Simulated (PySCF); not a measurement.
# Hartree-Fock beside MP2: BClGeH2N anion

These are calculations, not measurements. They come from PySCF 2.14.0, an open-source quantum chemistry program, on an isolated molecule that a program drew, which may never have been made. The molecule is BClGeH2N anion (charge -1, singlet), drawn as the SMILES string `N=[B][GeH-][Cl]`.

The geometry was optimised and harmonic frequencies were computed with HF and MP2, all in the aug-cc-pV(D+d)Z basis, for the commonest isotopes, with a restricted reference for singlets and an unrestricted one otherwise, and a frozen core in MP2. Germanium has the aug-cc-pVDZ-PP basis, with a core potential (ECP10MDF) in place of its 10 inner electrons, and its 3s, 3p and 3d shells are frozen in MP2. Each result is a local minimum of its method.

Geometry at the HF minimum:
```xyz
6
BClGeH2N anion, angstrom
N    -0.0194   -1.4912   -0.3671
B    -0.1985   -0.2569   -0.3468
Ge   -0.4460    1.8479   -0.0602
Cl   -2.3989    2.0356   -1.4547
H     0.0764   -2.4625   -0.4742
H     0.5703    2.2119   -1.2307
```

Lengths of the bonds as drawn, in Å (atoms numbered as above):
```
bond,HF,MP2
N1-B2,1.247,1.278
B2-Ge3,2.139,2.131
Ge3-Cl4,2.407,2.396
N1-H5,0.982,1.001
Ge3-H6,1.592,1.605
```

Rotational constants, in GHz:
| constant | HF | MP2 |
|---|---|---|
| A | 4.679 | 4.66 |
| B | 2.051 | 2.058 |
| C | 1.446 | 1.449 |

Harmonic frequencies in cm^-1, each column in rising order, so a row needn't be the same motion in every method:
```
rank    HF   MP2
   1    94    84
   2   263     ?
   3   269   270
   4   328   278
   5   331   302
   6   395   355
   7   405   384
   8   683   639
   9   722   661
  10  1899  1759
  11  1933  1848
  12  4104  3853
```

**Estimate the missing MP2 frequency from the HF column.**

A single factor s that minimises the squared misfit of MP2 against s times HF over the other rows is sum(HF x MP2) / sum(HF^2) = 0.9385, with an rms misfit of 18 cm^-1. For rank 2 it gives 0.9385 x 263 = 247 cm^-1. The calculation gives 228 cm^-1, 19 cm^-1 below the estimate. The drawn bonds are on average 0.9 % longer in MP2 than in HF.
